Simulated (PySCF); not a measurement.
# From computed data to an observable: dipole moment from atomic charges

F₃H₃SiSn, SMILES [F][Sn]([F])([F])[SiH3]. Atoms are numbered in the order given.

```xyz
8

F      1.5188    -0.8769    -1.0630
Sn     0.0000     0.0000    -0.2461
F      0.0000     1.7538    -1.0630
F     -1.5188    -0.8769    -1.0630
Si     0.0000     0.0000     2.3375
H      1.2321     0.7114     2.7605
H      0.0000    -1.4227     2.7605
H     -1.2321     0.7114     2.7605
```

Geometry optimised at B3LYP-D3(BJ)/def2-SVP. The structure was generated by enumeration; whether it is a known compound was not checked. The def2 effective core potentials stand for the cores of Sn; spin–orbit coupling is left out.

Charges (e) from PBE/def2-TZVP in PySCF:

| atom | Mulliken | ESP fit |
|---|---|---|
| F1 | -0.430 | -0.318 |
| Sn2 | 1.248 | 0.834 |
| F3 | -0.430 | -0.318 |
| F4 | -0.430 | -0.318 |
| Si5 | -0.055 | -0.045 |
| H6 | 0.032 | 0.055 |
| H7 | 0.032 | 0.055 |
| H8 | 0.032 | 0.055 |

The dipole moment of the full density is 5.53 D.

What dipole moment does each set of point charges give, and which comes closer to that of the density?


μ = Σ q r, and 1 e Å = 4.8032 D.
Mulliken: Σ q r = (0.000, 0.000, 1.201) e Å, |μ| = 5.77 D.
ESP fit: Σ q r = (0.000, 0.000, 1.159) e Å, |μ| = 5.57 D.
ESP fit comes closer in size. Point charges leave out the atoms' own dipoles (lone pairs, polarised bonds); fits to the potential absorb them, partitions of the density don't.
